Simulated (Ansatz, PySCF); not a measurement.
Noncovalent pair: C2H2 (SMILES C#C) (first 4 atoms) with H2 (SMILES [H][H]); geometry from B3LYP-D3(BJ)/def2-TZVP.
(charge 0, multiplicity 1):
```csv
atom,x (Å),y (Å),z (Å)
C,-0.9017,-0.1364,0.2343
C,0.2333,0.0209,-0.1113
H,-1.9094,-0.2760,0.5417
H,1.2415,0.1606,-0.4169
H,0.5593,0.0953,3.0200
H,0.7768,0.1325,3.7313
```

Basis-set superposition error: the interaction energy with monomers in their own basis, and in the dimer's basis (counterpoise).

Programs: Ansatz (an electronic-structure program); PySCF for 6-31G* rows, M06-2X. 

```
level               uncorrected (kJ/mol)  counterpoise (kJ/mol)  difference
------------------  --------------------  ---------------------  ----------
HF/6-31G*                           -0.7                    0.8         1.5
HF/aug-cc-pVTZ                       0.6                    0.7         0.1
PBE/def2-TZVPPD                     -1.5                   -1.4         0.1
revPBE/def2-TZVPPD                   0.2                    0.4         0.1
B97M-V/def2-TZVPPD                  -2.0                   -1.8         0.2
B3LYP/6-31G*                        -1.7                    0.0         1.8
B3LYP/def2-TZVPPD                    0.1                    0.2         0.1
M06-2X/def2-TZVPPD                  -1.3                   -1.2         0.1
B2PLYP/def2-TZVPPD                  -0.6                   -0.4         0.2
MP2/aug-cc-pVTZ                     -1.9                   -1.5         0.4
```

The error is largest for B3LYP/6-31G* (1.8 kJ/mol) and smallest for M06-2X/def2-TZVPPD (0.1 kJ/mol).
